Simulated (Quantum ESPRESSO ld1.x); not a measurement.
Values are calculated unless marked as measured or tabulated.
H, configuration 1s0.5 2s0.5 (fractional occupations, a model configuration).

Level of theory: non-relativistic Kohn-Sham, PW91, spin-unpolarised, spherical densities, point nucleus; without spin polarisation the odd electron is poorly described (ld1.x of Quantum ESPRESSO 7.5).

Energy parts (Ry):
total: -0.6341
kinetic: 0.6217
electron-nucleus: -1.2402
Hartree: 0.2791
exchange-correlation: -0.2948

Orbitals (lengths in bohr, moments of r in powers of bohr):
orbital  occ.  eigenvalue (Ry)    <r>
1s        0.5         -0.77718  1.435
2s        0.5         -0.09393  7.330

The highest occupied level is 2s at -1.278 eV. The density falls to 0.001 e/bohr^3 at r = 2.50 bohr.
